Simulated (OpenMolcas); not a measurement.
## Mn2+, Tc2+, Re2+: d⁵ down the group

```json
{
  "Program": "OpenMolcas 26.06",
  "Method": "CASSCF",
  "Basis": "ANO-RCC-VQZP",
  "Scalar Hamiltonian": "DKH2, point nucleus",
  "Spin-orbit coupling": "RASSI with atomic mean-field integrals over the reference wave functions, term energies averaged over their components"
}
```

Active space for each ion: 5 electrons in 5 orbitals (d).

Computed levels in cm-1 above ⁶S_5/2:

| Level | Mn2+ | Tc2+ | Re2+ |
| --- | --- | --- | --- |
| ⁴G_7/2 | 32203 | 24497 | 22692 |
| ⁴G_11/2 | 32206 | 24530 | 23174 |
| ⁴G_9/2 | 32210 | 24570 | 23697 |
| ⁴P_3/2 | 37057 | 27996 | 24284 |
| ⁴P_1/2 | 37101 | 28383 | 26274 |
| ⁴D_7/2 | 40017 | 30145 | 28583 |
| ⁴D_1/2 | 40058 | 30553 | 31370 |
| ⁴D_3/2 | 40092 | 30849 | 32322 |
| ²I_11/2 | 45769 | 34919 | 32562 |
| weight of ⁶S in the lowest level (%) | 100 | 100 | 94 |

Mixed levels, with the weight of the term that names them: Re2+ ⁴P_3/2 (52 %), Re2+ ⁴P_1/2 (69 %), Re2+ ⁴D_1/2 (72 %), Re2+ ⁴D_3/2 (51 %).

Measured, with the error of the calculation in %. Measured levels: Mn2+ from Corliss and Sugar, J. Phys. Chem. Ref. Data 6, 1253 (1977); Re2+ from the list in Brasseur, Gamrath and Quinet, At. Data Nucl. Data Tables 157, 101636 (2024).

```
  Level           Mn2+           Re2+
 ⁴G_7/2  26860 (+19.9)  16890 (+34.4)
⁴G_11/2  26824 (+20.1)  18020 (+28.6)
 ⁴G_9/2  26851 (+20.0)  18346 (+29.2)
 ⁴D_7/2  32307 (+23.9)  20453 (+39.8)
 ⁴D_1/2  32369 (+23.8)               
²I_11/2  39174 (+16.8)  26170 (+24.4)
```

Without spin-orbit coupling ⁴G lies 32205, 24520, 23084 cm-1 above ⁶S in that order; the difference to the level ⁴G_7/2, of either sign, comes from spin-orbit coupling, which also lowers the zero.

Without dynamic correlation excited terms often stand tens of per cent too high (terms of higher spin than the ground term too low), and those without a measured partner can miss by more than the paired ones. Levels of configurations with an s electron are missing; early in the row they begin among the upper levels of the d shell and mix with terms of their name (holds for Tc2+). Configurations with an s electron lie low in 5d ions of this charge, fall among these levels and mix in, so low-spin terms can stand far too high, up to twice their true height, and weights are not those of the real levels (holds for Re2+). Some levels mix across a computed gap that differs much from the measured one, so their mixing is not that of the real levels (holds for Re2+). Computed and measured levels are paired by configuration, term and J; levels that our copy of the source lacks, or whose pairing is in doubt (as where it misses far off the trend of its configuration), stay unpaired and out of the deviations. Levels of configurations outside the active space are missing.
